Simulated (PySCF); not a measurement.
# Kr²⁺ (krypton, charge +2): UHF calculation

Configuration: [Ar] 3d10 4s2 4p4, high-spin 3P determinant. All numbers are calculated (PySCF 2.14, scalar relativity through the core potential, in aug-cc-pVQZ-PP with one added diffuse shell each of s, p, d, f, g type with ECP10MDF (8s7p6d4f3g, 114 functions)).

| Property | Result |
| --- | --- |
| Total energy | -460.867168 hartree |
| One-electron energy | -785.4431 hartree |
| Hartree (Coulomb) energy | 355.9351 hartree |
| Exchange energy | -31.3592 hartree |
| ⟨S²⟩ | 2.0081 |
| ⟨L²⟩ | 2.031 |
| Sum of ⟨r⟩ | 19.81 bohr |
| Sum of ⟨r²⟩ | 25.45 bohr² |
| Traceless quadrupole moment −½Σ⟨3z² − r²⟩ along its main axis | -1.35 e·bohr² |

```json
{"shell": "3s α", "electrons": "1", "mean orbital energy (hartree)": "-11.75439", "spread (hartree)": "0", "rms radius, mean of both spins (bohr)": "0.567"}
{"shell": "3s β", "electrons": "1", "mean orbital energy (hartree)": "-11.72812", "spread (hartree)": "0", "rms radius, mean of both spins (bohr)": "0.567"}
{"shell": "3p α", "electrons": "3", "mean orbital energy (hartree)": "-9.43149", "spread (hartree)": "0.03303", "rms radius, mean of both spins (bohr)": "0.583"}
{"shell": "3p β", "electrons": "3", "mean orbital energy (hartree)": "-9.40171", "spread (hartree)": "0.00278", "rms radius, mean of both spins (bohr)": "0.583"}
{"shell": "3d α", "electrons": "5", "mean orbital energy (hartree)": "-4.69531", "spread (hartree)": "0.03030", "rms radius, mean of both spins (bohr)": "0.604"}
{"shell": "3d β", "electrons": "5", "mean orbital energy (hartree)": "-4.67674", "spread (hartree)": "0.01313", "rms radius, mean of both spins (bohr)": "0.604"}
{"shell": "4s α", "electrons": "1", "mean orbital energy (hartree)": "-2.11436", "spread (hartree)": "0", "rms radius, mean of both spins (bohr)": "1.62"}
{"shell": "4s β", "electrons": "1", "mean orbital energy (hartree)": "-1.86286", "spread (hartree)": "0", "rms radius, mean of both spins (bohr)": "1.62"}
{"shell": "4p α", "electrons": "3", "mean orbital energy (hartree)": "-1.39327", "spread (hartree)": "0.08100", "rms radius, mean of both spins (bohr)": "1.86"}
{"shell": "4p β", "electrons": "1", "mean orbital energy (hartree)": "-1.29188", "spread (hartree)": "0", "rms radius, mean of both spins (bohr)": "1.86"}
```

Energies and moments cover only the electrons outside the core potential.
